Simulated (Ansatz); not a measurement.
Geometry optimisation, UKS PBE0/STO-3G in Ansatz 0.2.0.

The input (input.yaml):

```yaml
crystal:
  periodic: [false, false, false]
  atoms:
    - { symbol: O, position_ang: [-1.676, -0.2995, 1.2288] }
    - { symbol: Si, position_ang: [-1.0314, -0.6669, -0.2444] }
    - { symbol: C, position_ang: [0.7197, 0.0956, -0.4085] }
    - { symbol: O, position_ang: [0.8724, 1.5258, -0.2859] }
    - { symbol: O, position_ang: [1.7196, -0.3904, 0.5227] }
    - { symbol: H, position_ang: [-1.8101, 0.7169, 1.3682] }
    - { symbol: H, position_ang: [-1.8733, -0.1415, -1.3215] }
    - { symbol: H, position_ang: [-0.9255, -2.1264, -0.345] }
    - { symbol: H, position_ang: [1.1111, -0.154, -1.3544] }
    - { symbol: H, position_ang: [1.6907, 1.7575, -0.5701] }
    - { symbol: H, position_ang: [1.2682, -0.3741, 1.4307] }
magnetization:
  spin_polarized: true
basis:
  gaussian: { orbitals: STO-3G }
hamiltonian:
  xc: pbe0
relax:
  f_tol: 0.02
  max_steps: 40
```

Run as:

```bash
$ ansatz run input.yaml --threads 1 --pin off --max-ram 2048MiB --backend cpu --events-out ev --progress --plain --runs-dir out
```

Problem. Where does it end, and by what steps?

Solution. It converged. The force dipped under the threshold on the way, but the program's further checks kept it going. Limits of this set-up: minimal basis. After 27 steps the energy has fallen by 1.150 eV; H10 moved furthest, 1.00 Å. The start is strongly strained (largest force component 10 eV/Å).

```tsv
step	energy less start (eV)	largest force component (eV/Å)	accepted
0	0.0000	10.395	yes
1	-1.0128	1.081	yes
2	-1.0691	0.596	yes
3	-1.0836	0.373	yes
4	-1.0875	0.115	yes
5	-1.0880	0.031	yes
6	-1.0883	0.039	yes
7	-1.0889	0.054	yes
8	-1.0895	0.130	yes
9	-1.0901	0.114	yes
10	-1.0915	0.068	yes
11	-1.0920	0.145	yes
12	-1.0935	0.115	yes
13	-1.0953	0.068	yes
14	-1.1033	0.678	yes
15	-1.1144	0.549	yes
16	-1.1376	0.199	yes
17	-1.1420	0.113	yes
18	-1.1463	0.107	yes
19	-1.1480	0.104	yes
20	-1.1486	0.078	yes
21	-1.1490	0.039	yes
22	-1.1491	0.015	yes
23	-1.1492	0.017	yes
24	-1.1494	0.041	yes
25	-1.1495	0.059	yes
26	-1.1497	0.083	yes
27	-1.1498	0.016	yes
```

```xyz
11
Properties=species:S:1:pos:R:3
O -1.768 0.303 0.910
Si -1.055 -0.731 -0.247
C 0.672 0.087 -0.471
O 0.391 1.430 0.080
O 1.815 -0.504 0.197
H -1.063 1.054 0.879
H -1.759 -0.783 -1.514
H -0.920 -2.083 0.254
H 0.995 0.182 -1.534
H 1.315 1.757 0.356
H 1.442 -0.769 1.109
```

Run time: 81 s on 1 thread of Intel(R) Xeon(R) Platinum 8375C CPU @ 2.90GHz (Ice Lake), with other jobs on the host, peak memory 0.17 GiB.
